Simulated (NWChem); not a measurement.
System: HgBr, doublet; SMILES [Hg][Br]

NWChem input:

```
start job
memory heap 200 mb stack 900 mb global 1100 mb
geometry units angstroms noautosym nocenter noautoz
  Hg     0.000000     0.000000    -0.705835
  Br     0.000000     0.000000     1.893590
end
basis spherical
  Hg library def2-svp
  Br library def2-svp
end
ecp
  Hg library def2-ecp
end
dft
  odft
  mult 2
  xc xcamb88 1.00 lyp 0.81 vwn_5 0.19 hfexch 1.00
  cam 0.33 cam_alpha 0.19 cam_beta 0.46
  iterations 150
end
tddft
  cis
  nroots 6
end
task tddft energy
```

Geometry: optimised at PBE0/def2-SVP, spin-unrestricted. This spin state was assumed; another may lie lower. No stability test was run on the SCF state. def2 effective core potentials on Hg; no spin-orbit coupling.

Vertical excitations in the gas phase. Excited states of an open shell can be spin-contaminated.

Task: Give the results of this calculation. (CAM-B3LYP/def2-SVP with def2 effective core potentials on Hg, spin-unrestricted, TDA.) Quantities: lowest excitation (eV); oscillator strength of that lowest state; lowest state with f > 0.02 (eV); oscillator strength of that bright state; lowest empty minus highest occupied level, either spin (eV).

Result: 
```json
{
  "lowest excitation (eV)": "1.56",
  "oscillator_strength_of_that_lowest_state": "0.001",
  "lowest state with f > 0.02 (eV)": "3.69",
  "oscillator_strength_of_that_bright_state": "0.144",
  "lowest empty minus highest occupied level, either spin (eV)": "4.61"
}
```
